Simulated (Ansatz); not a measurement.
Job for Ansatz (a program for electronic structure): R-r2SCAN/def2-TZVPP on F2Ti (SMILES [F][Ti][F]), 2S+1 = 1, a spin state set in the input, which need not be the lowest.

Ansatz 0.2 input:
```yaml
crystal:
  periodic: [false, false, false]
  atoms:
    - {symbol: Ti, position_ang: [-0.01078607, 0.01586554, -0.02343693]}
    - {symbol: F, position_ang: [-0.23614036, 1.37332345, -1.23581540]}
    - {symbol: F, position_ang: [0.21375771, -1.34171739, 1.18893270]}
basis:
  gaussian:
    orbitals: def2-TZVPP
hamiltonian:
  xc: {name: r2SCAN}
```

### Question
What total energy does the run end on?

### Answer
-1049.1803 hartree.

### Question
How many basis functions does it have, and what does it roughly cost on one machine?

### Answer
126 functions; about 50 core-seconds (a rough figure).
